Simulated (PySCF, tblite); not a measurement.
Breaking a bond: InH, singlet.

Computed with: GFN2-xTB, 300 K electronic temperature (tblite); UCCSD(T) = PySCF with CCSD(T) on UHF/def2-SVP, 4 core orbitals frozen, def2 effective core potentials past Kr.

Energies relative to the lowest point of each curve near equilibrium, in eV; the last columns give the difference from UCCSD(T):

```
R / Å  GFN2-xTB  UCCSD(T)  GFN2-xTB − UCCSD(T)
-----  --------  --------  -------------------
1.39      1.999     1.620                0.379
1.47      1.220     0.971                0.249
1.58      0.595     0.415                0.180
1.65      0.357     0.206                0.151
1.74      0.162     0.055                0.107
1.79      0.093     0.015                0.078
1.85      0.038     0.000                0.038
1.89      0.016     0.006                0.010
1.98      0.000     0.058               -0.058
2.01      0.003     0.085               -0.082
2.16      0.057     0.267               -0.210
2.29      0.162     0.465               -0.304
2.50      0.416     0.816               -0.400
2.79      0.837     1.301               -0.464
3.06      1.248     1.695               -0.447
3.30      1.614     1.984               -0.369
3.72      2.237     2.329               -0.092
4.08          —     2.465                    —
4.57          —     2.526                    —
4.96          —     2.540                    —
5.55          —     2.547                    —
6.48          —     2.549                    —
7.39          —     2.549                    —
```

GFN2-xTB is furthest from UCCSD(T) at 2.79 (-0.464 eV, below); its mean absolute difference over the points is 0.213 eV.

Dashes: no converged value, or the column stops at the first point that the program doubted or that broke a chosen test of continuity, which isn't proof of a fault.

The unrestricted determinant behind UCCSD(T) is spin-contaminated at 1.39 to 1.47, 2.50 to 7.39 Å (<S²> up to 1.0, against 0.00 for a pure singlet).
